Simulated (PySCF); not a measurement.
# Computed structure and properties of [Er(P5)]2+

System: [Er(P5)]2+ (singlet in the valence; each metal's 4f electrons, 11 of them, lie in its core potential, out of spins and levels); start: template (C5v). Method: PySCF 2.14.0, RKS B3LYP, Er lcecp-1-SVP with ECP57, P def2-SVP; non-relativistic Hamiltonian with scalar-relativistic core potentials where named; density fitting; no spin-orbit coupling.

Input of the relaxation:

```python
mol = gto.M(atom='''
Er    -0.00000    -0.00000    -1.07448
P      1.79998     0.00002     1.15122
P      0.55620     1.71189     1.15122
P     -1.45623     1.05799     1.15122
P     -1.45620    -1.05802     1.15122
P      0.55625    -1.71188     1.15122''',
    basis={'Er': 'lcecp-1-SVP', 'P': 'def2-SVP'},
    ecp={'Er': 'lcecp-1-SVP'},
    charge=2, spin=0)
mf = dft.RKS(mol, xc='B3LYP')
mf.grids.atom_grid = (50, 194)  # f atoms: unpruned, at least (60, 302)
mf = mf.density_fit()  # fitting sets: Er AutoAux, P def2-universal-JKFIT
mf.conv_tol = 1e-08; mf.max_cycle = 55
mf.kernel(dm0)  # dm0: converged density of the start geometry
# quasi-Newton relaxation in Cartesian coordinates to a largest gradient under 0.00045 Eh/bohr, steps kept in the point group
```

Run from Python with OMP_NUM_THREADS=2; the lines above give its settings. Where DIIS fails, smearing, a level shift and second-order steps follow.
It took 40 s on 2 threads of Arm Neoverse V2, on a shared host, from the converged density of the start.

Course of the relaxation:

```json
{"step": "0", "energy above end (eV)": "0.1279", "largest force component within the symmetry (eV/Å)": "1.093"}
{"step": "1", "energy above end (eV)": "0.0222", "largest force component within the symmetry (eV/Å)": "0.406"}
{"step": "2", "energy above end (eV)": "0.0024", "largest force component within the symmetry (eV/Å)": "0.225"}
{"step": "3", "energy above end (eV)": "0.0010", "largest force component within the symmetry (eV/Å)": "0.145"}
{"step": "4", "energy above end (eV)": "0.0002", "largest force component within the symmetry (eV/Å)": "0.052"}
{"step": "5", "energy above end (eV)": "0.0000", "largest force component within the symmetry (eV/Å)": "0.012"}
{"step": "6", "energy above end (eV)": "0.0000", "largest force component within the symmetry (eV/Å)": "0.002"}
```

Relaxed geometry (C5v):

```xyz
6

Er    0.0000    0.0000   -1.0895
P     1.8472    0.0000    1.1542
P     0.5708    1.7568    1.1542
P    -1.4944    1.0857    1.1542
P    -1.4944   -1.0858    1.1542
P     0.5708   -1.7568    1.1542
```

```tsv
contact	Å
Er1–P3 (P5)	2.906
```

On the finer grid (75, 302):

The HOMO is -15.72 eV, the LUMO is -13.28 eV and the dipole about the centre of mass is 3.52 D. The set of Mulliken populations of Er1 outside the core potential is s 2.46, p 6.32, d 1.02, f 0.01. The D3(BJ) dispersion energy (not in the energies) is -0.979 eV.

```
atom  Mulliken (e)  Löwdin (e)  spin (e)
 Er1          1.19        0.60      0.00
  P2          0.16        0.28      0.00
  P3          0.16        0.28      0.00
  P4          0.16        0.28      0.00
  P5          0.16        0.28      0.00
  P6          0.16        0.28      0.00
```

The 4f levels lie in the core potential and are missing. Their spin isn't counted.

On the grid (50, 194), as all that follows. Harmonic modes: a minimum; lowest 84 cm⁻¹ (negative: unstable), highest 450 cm⁻¹, zero-point energy 0.218 eV.

Taking off one P5 (charge -1, singlet; the rest: singlet) in vacuum, both parts rigid, costs 22.53 eV; the small basis without counterpoise inflates it. Most of it is the attraction of opposite charges; other ways to part are cheaper, and one spin state was tried for the rest.

Rigid scan of P5 along the line from its metal:

| distance to the ring centre (Å) | energy (eV) |
| --- | --- |
| 1.94 | 0.603 |
| 2.04 | 0.249 |
| 2.14 | 0.058 |
| 2.24 | 0.000 |
| 2.34 | 0.050 |
| 2.44 | 0.187 |
| 2.64 | 0.642 |

One start shape was tried, so this needn't be the lowest isomer.

An lcecp potential fixes the number of 4f electrons, so in runs with it no electron can move into or out of that shell.
